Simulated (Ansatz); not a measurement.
Total energies of C₂H₅BO₂, SMILES `B1COCO1`.

Cartesian coordinates in Å:
```
B -0.835 0.106 0.852
C -0.031 1.115 -0.045
O 0.526 0.245 -1.037
C 0.524 -1.052 -0.533
O -0.476 -1.140 0.477
H -1.620 0.278 1.730
H -0.626 1.879 -0.550
H 0.762 1.637 0.513
H 0.291 -1.753 -1.338
H 1.486 -1.313 -0.068
```

Total charge 0; spin multiplicity 1. All single points use the PBE0-D4/def2-TZVP geometry. Basis def2-TZVPP, Ansatz 0.2.0.

RPA on PBE orbitals: Hartree–Fock energy of these orbitals -253.13023 Eh, correlation -1.43058 Eh (frozen core).

| functional | energy without D4 (Eh) | D4 term (kJ/mol) |
| --- | --- | --- |
| LDA (SPW92) | -252.55815 | – |
| PBE | -254.33613 | -16.5 |
| revPBE | -254.56026 | -60.2 |
| BLYP | -254.56627 | -37.9 |
| r2SCAN | -254.50355 | -4.0 |
| B97M-V | -254.60827 | – |
| PBE0 | -254.35239 | -13.6 |
| B3LYP | -254.65128 | -26.5 |
| r2SCANh | -254.49074 | -4.1 |
| r2SCAN0 | -254.47268 | -4.5 |
| HSE06 (plane-wave form) | -254.33941 | -12.5 |
| CAM-B3LYP | -254.53767 | -13.5 |
| LC-ωPBE | -254.48448 | – |
| B2PLYP | -254.44858 | – |

Task: Give the same for BHLYP, ωB97X-V, ωB97M-V, PBE-QIDH. (An estimate is asked.)

Result: Computed: 
| functional | energy without D4 (Eh) | D4 term (kJ/mol) |
| --- | --- | --- |
| BHLYP | -254.50958 | -18.0 |
| ωB97X-V | -254.56712 | – |
| ωB97M-V | -254.55098 | – |
| PBE-QIDH | -254.31546 | – |

B3LYP takes the VWN-RPA correlation (the form of Gaussian; ORCA's B3LYP/G). HSE06 is the plane-wave form, built on full-range PBE exchange. The double hybrids freeze the cores in their second-order part.

LC-ωPBE has ω = 0.4 bohr⁻¹.
